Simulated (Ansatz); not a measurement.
```yaml
crystal:
  periodic: [false, false, false]
  atoms:
    - {symbol: Mg, position_ang: [1.138118, -0.120837, 0.894082]}
    - {symbol: Cl, position_ang: [2.864713, -0.302412, 2.247654]}
    - {symbol: F, position_ang: [0.765233, 0.170375, -0.952749]}
    - {symbol: Mg, position_ang: [-1.139693, 0.117876, -0.892454]}
    - {symbol: Cl, position_ang: [-2.861864, 0.303366, -2.251172]}
    - {symbol: F, position_ang: [-0.766508, -0.168369, 0.954639]}
basis:
  gaussian: {orbitals: def2-SVPD, fitting: {mean_field: def2-universal-jkfit}}
magnetization: {spin_polarized: true, initial_magnetization: 0}
hamiltonian: {xc: {name: wB97M-V}}
scf: {omitted_lower_state_checks: [starts]}
```

```sh
$ ansatz run in.yaml --threads 4 --pin off --events-out ev --progress --plain --max-ram 3916MiB
```

It prints (some lines left out):

```
Functional definition: wB97M-V
634 factors; integrals over basis functions are off by at most 1.8e-1 eV
634 factors; integrals over basis functions are off by at most 1.5e-3 eV
mean field evaluation 1: about -41355.8066 eV, gradient 3.5e1 eV
mean field evaluation 2: about -41356.2851 eV, gradient 3.8e1 eV
mean field evaluation 4: about -41360.5361 eV, gradient 9.4e-1 eV
mean field evaluation 8: about -41360.5444 eV, gradient 1.1e-2 eV
mean field -41360.54443405 eV, -1519.9719727673 hartree, gradient 5.0e-5 eV, S^2 0.000000; 0 other end points of the search recorded, 0 dependent functions left out
reference -41360.54449833 eV, -1519.9719751297 hartree; 38, 38 occupied and 104, 104 virtual orbitals, 634 factors
Total energy: -41360.54449833 eV, -1519.9719751297 hartree
Checks for a lower state left out: starts
```

Hardware: 4 threads of Arm Neoverse N1 on a shared host. Wall time 25 s, peak host memory 0.84 GiB.
